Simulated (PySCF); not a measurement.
# The first ionisation energy along the 4d series

Calculated with PySCF 2.14 from differences of total energies of unrestricted determinants, without spin-orbit coupling. Values in eV. The last column holds reference values (NIST; (s) semi-empirical, (t) theoretical, else measured). Unmarked ones compare directly (S terms, centres of terms, or small fine structure); those marked * lie between the lowest fine-structure levels and include a spin-orbit shift.

| element | configurations | LDA | PBE0 | MP2 (valence) | MP2 (valence and next inner shell) | CCSD(T) (valence) | r2SCAN | reference |
| --- | --- | --- | --- | --- | --- | --- | --- | --- |
| Zr (x2c-TZVPPall with one added diffuse shell each of s, p, d, f type, spin-free X2C) | [Kr] 4d2 5s2 → [Kr] 4d2 5s1 | 6.725 | 6.282 | 6.096 | 6.373 | 6.412 | 6.106 | 6.639 |
| Nb (x2c-TZVPPall with one added diffuse shell each of s, p, d, f type, spin-free X2C) | [Kr] 4d4 5s1 → [Kr] 4d4 | 7.339 | 6.886 | 6.448 | 6.779 | 6.546 | n/a | 6.776 |
| Mo (x2c-TZVPPall with one added diffuse shell each of s, p, d, f type, spin-free X2C) | [Kr] 4d5 5s1 → [Kr] 4d5 | 7.716 | 7.194 | 6.805 | 7.112 | 6.874 | 7.476 | 7.092 |
| Tc (x2c-TZVPPall with one added diffuse shell each of s, p, d, f type, spin-free X2C) | [Kr] 4d5 5s2 → [Kr] 4d5 5s1 | 7.319 | 6.718 | 6.701 | 6.864 | 6.915 | 6.551 | 7.119 |
| Ru (x2c-TZVPPall with one added diffuse shell each of s, p, d, f type, spin-free X2C) | [Kr] 4d7 5s1 → [Kr] 4d7 | 8.027 | 7.460 | 7.147 | 7.377 | 7.171 | 7.660 | 7.365 |
| Rh (x2c-TZVPPall with one added diffuse shell each of s, p, d, f type, spin-free X2C) | [Kr] 4d8 5s1 → [Kr] 4d8 | 8.120 | 7.531 | 7.263 | 7.454 | 7.269 | 7.713 | 7.479 |
| Pd (x2c-TZVPPall with one added diffuse shell each of s, p, d, f type, spin-free X2C) | [Kr] 4d10 → [Kr] 4d9 | 9.307 | 8.449 | 8.675 | 8.887 | 8.288 | 8.506 | 8.512 |
| Ag (x2c-TZVPPall with one added diffuse shell each of s, p, d, f type, spin-free X2C) | [Kr] 4d10 5s1 → [Kr] 4d10 | 8.258 | 7.630 | 7.444 | 7.566 | 7.403 | 7.790 | 7.576 |
| Cd (x2c-TZVPPall with one added diffuse shell each of s, p, d, f type, spin-free X2C) | [Kr] 4d10 5s2 → [Kr] 4d10 5s1 | 9.409 | 8.766 | 8.839 | 8.931 | 8.824 | 8.851 | 8.994 |

```json
{"method": "LDA", "elements": "9", "mean error (eV)": "0.519", "mean absolute error (eV)": "0.519", "largest error (eV)": "0.795"}
{"method": "PBE0", "elements": "9", "mean error (eV)": "-0.071", "mean absolute error (eV)": "0.163", "largest error (eV)": "-0.402"}
{"method": "MP2 (valence)", "elements": "9", "mean error (eV)": "-0.237", "mean absolute error (eV)": "0.273", "largest error (eV)": "-0.543"}
{"method": "MP2 (valence and next inner shell)", "elements": "9", "mean error (eV)": "-0.023", "mean absolute error (eV)": "0.114", "largest error (eV)": "0.374"}
{"method": "CCSD(T) (valence)", "elements": "9", "mean error (eV)": "-0.206", "mean absolute error (eV)": "0.206", "largest error (eV)": "-0.230"}
{"method": "r2SCAN", "elements": "8", "mean error (eV)": "-0.015", "mean absolute error (eV)": "0.297", "largest error (eV)": "-0.569"}
```

Errors include the incompleteness of the basis and the frozen core.

"Valence" correlates the outer s and p shells and, in groups 3 to 12 and the f block, the outer d or f shell, open or full, or the next shell where the ion has no valence electron left; the wider scheme adds the next inner shell.
